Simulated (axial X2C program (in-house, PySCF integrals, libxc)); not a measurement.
**PSe⁺ at several levels of theory**

All values were computed with an in-house all-electron X2C program for linear molecules (integrals from PySCF). Spin-free means the one-electron spin-free X2C Hamiltonian; two-component (2c) means X2C with spin–orbit coupling and atomic mean-field two-electron Coulomb and Gaunt terms, so the difference of the two also holds small scalar two-electron terms. Basis: Se dyall-cv3z [8s9p6d4f1g], P dyall-v3z [8s7p2d1f] (cores contracted in-house); Gaussian nuclei, density fitting, unrestricted open shells. Masses: Se 79.917 u, P 30.974 u.

State, spin-free: M_S = 0, Λ = 0 (closed shell); electrons by block: σα: 12, σβ: 12, π+α: 5, π+β: 5, π-α: 5, π-β: 5, δ+α: 1, δ+β: 1, δ-α: 1, δ-β: 1. Fragments: Se+ + P.

State, 2c: Ω = 0 (closed shell); electrons by block: 1/2: 17, -1/2: 17, 3/2: 6, -3/2: 6, 5/2: 1, -5/2: 1. Fragments: Se+ + P.

| Hamiltonian | level | Re (Å) | ωe (cm⁻¹) | αe (cm⁻¹) | De (eV) | k (mdyn/Å) | μ (D) |
| --- | --- | --- | --- | --- | --- | --- | --- |
| spin-free | PBE0 | 1.952 | 679.7 | 0.00068 | 5.46 | 6.08 | 2.30 |
| spin-free | HF | 1.917 | 753.7 | 0.000607 | 2.05 | 7.47 | 2.58 |
| spin-free | MP2 | 1.994 | 598.4 | 0.000888 | 5.23 | 4.71 | n/a |
| spin-free | CCSD | 1.965 | 665.6 | 0.0007 | 4.78 | 5.83 | n/a |
| spin-free | CCSD(T) | 1.984 | 627.6 | 0.000781 | 5.16 | 5.18 | n/a |
| spin-free | M06 | 1.953 | 676.7 | 0.000678 | 5.76 | 6.02 | 2.10 |
| 2c | PBE0 | 1.953 | 678.4 | 0.000683 | 5.44 | 6.05 | 2.29 |
| 2c | M06 | 1.954 | 675.3 | 0.000681 | 5.73 | 6 | 2.09 |

Correlated methods: 10 electrons correlated (number of frozen shells: Se 3 s, 2 p, 1 d; P 2 s, 1 p), 184 virtual spin orbitals or spinors in MP2, 88 natural virtuals in coupled cluster.

Dipoles are positive if P is the positive end and refer to the centre of mass.

The state is a single determinant with fixed occupations, the lowest that a limited PBE0 search found. The closed shell is kept restricted, so the energy runs too high when the bond is stretched far. Dissociation energies refer to the lowest single-determinant-based atoms at the same level and basis. CCSD and (T) use frozen natural virtuals with an MP2 correction for the truncation; (T) itself is uncorrected, so its De runs slightly low.

No reliable constants came from CCSD (2c), CCSD(T) (2c), HF (2c), MP2 (2c): no minimum in range, unconverged points, a curve that is not smooth, a change of character along it, or the two Hamiltonians disagreeing along it.

Rough cost a point (2c) on 1 thread(s) of a shared host, integrals apart: PBE0 0.21 s, M06 0.4 s.

The whole task took 67 s on 1 thread of Arm Neoverse V2, with other jobs on the host.
